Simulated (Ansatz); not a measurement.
Ansatz (an electronic-structure program) input:

Ansatz 0.2 input:
```yaml
crystal:
  periodic: [false, false, false]
  atoms:
    - {symbol: Ba, position_ang: [-0.00000000, -0.00000000, -0.24333519]}
    - {symbol: O, position_ang: [0.00000000, 0.00000000, 1.70334633]}
basis:
  gaussian:
    orbitals: def2-TZVP
hamiltonian:
  xc: {name: SVWN5}
relax: {f_tol: 0.003, max_steps: 100}
```

Which total energy does the run end on?

-100.16301 Eh (SVWN5/def2-TZVP). The basis has 71 functions.
